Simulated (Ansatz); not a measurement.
The Ansatz (a first-principles code) input:
Ansatz 0.2 input:
```yaml
crystal:
  periodic: [false, false, false]
  atoms:
    - {symbol: F, position_ang: [-0.00000000, -0.00000000, -0.09325170]}
    - {symbol: H, position_ang: [0.00000000, 0.00000000, 0.83926531]}
basis:
  gaussian:
    orbitals: aug-cc-pVDZ
hamiltonian:
  xc: r2scan
```

Problem. What does this run give for the number of basis functions, total energy?

Solution. 
| Quantity | Value |
|---|---|
| number of basis functions | 32 |
| total energy | -100.4146 Eh |
